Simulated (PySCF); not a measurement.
# Shifts of the heteroatoms

Bonds (- single, = double, # triple, : aromatic): O1=C2 1.193 Å, C2-O3 1.326 Å, C2-C4 1.541 Å, C4-F5 1.332 Å, C4-F6 1.342 Å, C4-C7 1.544 Å, C7-F8 1.322 Å, C7-F9 1.330 Å, C7-F10 1.323 Å. O3 carries H11.

How the numbers were obtained: B3LYP/pcJ-1 coupling constants (spin–dipole term only in couplings to heteroatoms), PBE0-D3(BJ)/def2-SVP geometry, PBE0/pcSseg-1 with gauge-including orbitals, in PySCF 2.14.0 with density-fitted response routines (isolated molecule, a single conformation, non-relativistic Hamiltonian, fast rotation and ring inversion assumed for equivalent nuclei).

Question: Predict the 19F NMR data.

Answer: 
| atoms | environment | σ (ppm) | δ (ppm) |
| --- | --- | --- | --- |
| F8/F9/F10 | fluorine of a CF3 group | 271.9 | -80.5 |
| F5/F6 | fluorine of a CF2 group | 316.6 | -122.5 |

Shieldings were converted by a linear fit to measured shifts: 19F (scatter 6.9 ppm rms, 7.7 ppm with the 5 outliers that the fit left out vs CFCl3, solution or neat liquid, with a term for F on sp3 carbon). A few per cent of atoms miss by over 2 rms, more outside the fitted compound classes. Couplings are scaled by factors fitted to measured values: 1J(C,F) × 0.77 (rms 7.3 Hz), 2J(C,F) × 1.09 (rms 1.9 Hz, 5.0 with 1 outliers), 3J(C,F) × 1.48 (rms 1.3 Hz); all others are unscaled and can be 10–30 % off.

Couplings (the largest are listed; each averaged over equivalent pairs): 1J(C7,F8) = -275.3 Hz, 1J(C4,F5) = -248.1 Hz, 2J(F5,F6) = 250.7 Hz, 2J(F8,F9) = 59.4 Hz, 2J(C4,F8) = 46.6 Hz, 2J(F5,C7) = 37.6 Hz, 2J(C2,F5) = 35.4 Hz, 3J(F5,F8) = -7.1 Hz, 3J(O1,F5) = 2.2 Hz.

On a 400 MHz spectrometer 19F resonates near 376.4 MHz, so 1 ppm is 376.4 Hz.

Question: Predict the 17O NMR data.

Answer: 
| atoms | environment | σ (ppm) | δ (ppm) |
| --- | --- | --- | --- |
| O1 | carbonyl oxygen | -115.1 | 366.7 |
| O3 | acid hydroxyl oxygen | 130.0 | 148.1 |

Shieldings were converted by a linear fit to measured shifts: 17O: δ = 264.06 − 0.892σ (rms 13.4 ppm, 147 shifts, 14.2 ppm with the 1 outlier that the fit left out vs liquid water, solution or neat liquid). A few per cent of atoms miss by over 2 rms, more outside the fitted compound classes. Couplings are scaled by factors fitted to measured values: 1J(C,F) × 0.77 (rms 7.3 Hz), 2J(C,F) × 1.09 (rms 1.9 Hz, 5.0 with 1 outliers), 3J(C,F) × 1.48 (rms 1.3 Hz); all others are unscaled and can be 10–30 % off.

Couplings (the largest are listed; each averaged over equivalent pairs; quadrupolar broadening usually hides them): 3J(O1,F5) = 2.2 Hz.

On a 600 MHz spectrometer 17O resonates near 81.3 MHz, so 1 ppm is 81.3 Hz.

In solution the two oxygens of a carboxylic acid exchange roles by proton transfer and give one 17O line. Hydrogen bonding in solution shields acid and N–H amide carbonyl oxygens by tens of ppm.
